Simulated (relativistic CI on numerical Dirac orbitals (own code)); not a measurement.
# Sc VIII: calculation against measurement

Calculated at this level of theory: Dirac-Coulomb-Breit CI, KLI orbitals optimised for each configuration, model QED (radiative potential, 1s self-energy scaled to tabulated hydrogen-like ionisation energies), unscaled Slater integrals (own radial code, finite nucleus).

Configuration list (outside the closed core [Ne]): 3s²3p², 3s3p³, 3s²3p3d, 3p⁴, 3s3p²3d, 3p³3d, 3s3p3d², 3s²3p4s, 3s²3p4p, 3s²3d4p, 3p³4s, 3s²3p4d, 3p³4p, 3s²3d², 3s3d³, 3p²3d², 3p3d³, 3p3d²4s, 3p3d²4p, 3p3d²4d, 3s²3d4s, 3s3d²4s. Double excitations out of closed p, d and f shells are left out; levels of such configurations are missing from the list, as are those of other unlisted configurations, and high levels can miss mixing partners.

```csv
Configuration,Term (tabulated),J,Measured (cm⁻¹),Computed,Error,Purity (%)
3s²3p²,3P,0,0.0,0,0,95
3s²3p²,3P,1,2271.9,2213,-59,96
3s²3p²,3P,2,5507.7,5457,-51,95
3s²3p²,1D,2,25026.9,27704,2677,95
3s²3p²,1S,0,54864.4,58586,3722,94
3s3p³,3D°,1,179962.3,179840,-123,85
3s3p³,3D°,2,180032.7,179926,-106,85
3s3p³,3D°,3,180503.6,180392,-112,86
3s3p³,3P°,0,207690.9,208992,1301,87
3s3p³,3P°,1,207761.0,209057,1296,86
3s3p³,3P°,2,207814.4,209097,1283,84
3s3p³,3S°,1,272417.4,279278,6861,88
3s3p³,1P°,1,281522.1,290093,8571,79
3s²3p3d,3P°,2,319569.0,327189,7620,67
3s²3p3d,3P°,1,322541.0,329588,7047,82
3s²3p3d,3P°,0,323673.0,330642,6969,85
3s²3p3d,3D°,1,329862.0,338698,8836,81
3s²3p3d,3D°,2,330716.0,339542,8826,81
3s²3p3d,3D°,3,331153.0,339998,8845,84
3s²3p3d,1F°,3,363462.0,375185,11723,95
3s²3p3d,1P°,1,372790.0,384683,11893,85
3s²3p4s,3P°,0,603533.0,615149,11616,98
3s²3p4s,3P°,1,604609.0,616267,11658,90
3s²3p4s,3P°,2,609174.0,620752,11578,97
3s²3p4s,1P°,1,614090.0,626350,12260,90
```

Measured levels from Sugar and Corliss, J. Phys. Chem. Ref. Data 9, 473 (1980); pairs were made by configuration, J and term (by order where the table uses no LS term), so strongly mixed levels may be paired wrongly.

Mean error by configuration (cm⁻¹): 3s²3p² 1572; 3s3p³ 2371; 3s²3p3d 8970; 3s²3p4s 11778. Over the excited levels the mean absolute error is 6043 cm⁻¹ (24 of the 25 excited levels that our extract of the source holds in range could be paired, and the others can miss by more), and the median relative error of those above 1,000 cm⁻¹ is 2.2 %.
